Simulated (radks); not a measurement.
Q: Neutral hydrogen, 1s1. Method: non-relativistic Kohn-Sham, r2SCAN, spin-polarised, spherical densities, point nucleus; meta-GGA in the generalised Kohn-Sham scheme; computed with a radial shooting solver on a logarithmic mesh with Libxc functionals. Every spin shell is full or empty, so the densities are truly spherical. Functionals are evaluated on that one density, not self-consistently. Rank these exchange functionals by their error against the exact value of the orbitals, and give that value: LDA, B88, revPBE, PW91, PW86, OPTX, SOGGA, EV93, APBE, TPSS, MS2, TASK.

A: Exact: -0.310339 hartree. From best to worst, with 100 (|E| - |E exact|)/|E exact| (equal figures are ties): PW86 -0.09, TPSS +0.12, TASK +0.12, MS2 +0.16, APBE -0.31, revPBE -0.39, OPTX -0.43, B88 -0.66, PW91 -1.56, EV93 +4.01, SOGGA -6.38, LDA -14.12.
